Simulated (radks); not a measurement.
Task: The mean radii <r> (bohr) of the occupied orbitals of an atom or ion are listed with their occupations. All-electron calculation, scalar-relativistic Kohn-Sham, PBE, spin-polarised, spherical densities, finite nucleus; Fermi nuclear charge, rms radius of each element as measured or else 0.836 A^(1/3) + 0.57 fm. Program: a radial shooting solver on a logarithmic mesh with Libxc functionals.

| orbital | occ. | <r> |
|---|---|---|
| 1s | 2 | 0.04860 |
| 2s | 2 | 0.2178 |
| 2p | 6 | 0.1907 |
| 3s | 2 | 0.6519 |
| 3p | 6 | 0.6787 |
| 3d | 10 | 0.7873 |

Name the element and its charge. Open shells, if any, are filled with parallel spins first.

Result: Z = 31, gallium, charge +3: Ga3+ in [Ar] 3d10. The 1s radius gives Z: for a bare nucleus <r> = (2 gamma + 1)/(2Z) with gamma = sqrt(1 - (Z/c)^2), 0.04755 bohr for Z = 31, and screening makes it slightly larger (0.04860 here). The occupations add up to 28, and the charge is Z minus that.
